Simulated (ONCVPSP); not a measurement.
# cobalt (Co), ONCV: configuration errors across variants

ONCVPSP 4.0.1 input, shortened (lines: element, Z, core and valence counts, functional; n l f; lmax; l rc ep ncon nbas qcut; lloc lpopt rc5 dvloc0; l nproj debl; icmod fcfact rcfact), PBE, scalar-relativistic:

```
  Co 27.00    3    4        4      upf
    1    0    2.00
    2    0    2.00
    2    1    6.00
    3    0    2.00
    3    1    6.00
    3    2    7.00
    4    0    2.00
    2
    0    1.15    0.00    3    6    9.50
    1    1.15    0.00    4    7   10.60
    2    1.70    0.00    4    8   10.00
    4    5    1.05    4.00
    0    2    2.90
    1    2    1.50
    2    2    0.80
    3    2.50    1.35
```

In the p channel the program set the typed energies aside and used -2.412, 0.250 Ha.

All-electron excitation energies from the reference (eV): (1) 3s2 3p6 3d7 4s1 9.031; (2) 3s2 3p6 3d7 4s0 25.816; (3) 3s2 3p6 3d6 4s0 61.686; (4) 3s2 3p6 3d6 4s2 4p1 9.660.

1 further variants failed, have other tests or too few solved ones, and are left out.

Errors AE − PS in meV (a dash: test not solved or not reliable):

```csv
change,(1),(2),(3),(4),bound ghosts,GHOST(+) flags above zero
base,+1.2,+6.3,+38,+96,none,none
s: nproj 4,+1.2,+6.3,+38,+96,none,none
p: debl 4.45,+1.2,+6.3,+38,+96,none,none
d: rc 1.88,+1.3,+4.6,+57,+137,none,none
"local potential polynomial inside 1.05 bohr (lpopt 5, dvloc0 3 Ha)",+1.2,+6.3,+38,+96,none,none
p: nbas 8,+1.2,+6.3,+38,+96,none,none
s: qcut 14.6,+1.4,+7.7,+38,+96,none,none
"core correction Teter function, fcfact 2.5, rcfact 1.82",+1.2,+6.2,+38,+96,none,none
```

Give the same row for: core correction none.

+1.4, +7.5, +38, +96; bound ghosts: none; GHOST(+) flags above zero: none.
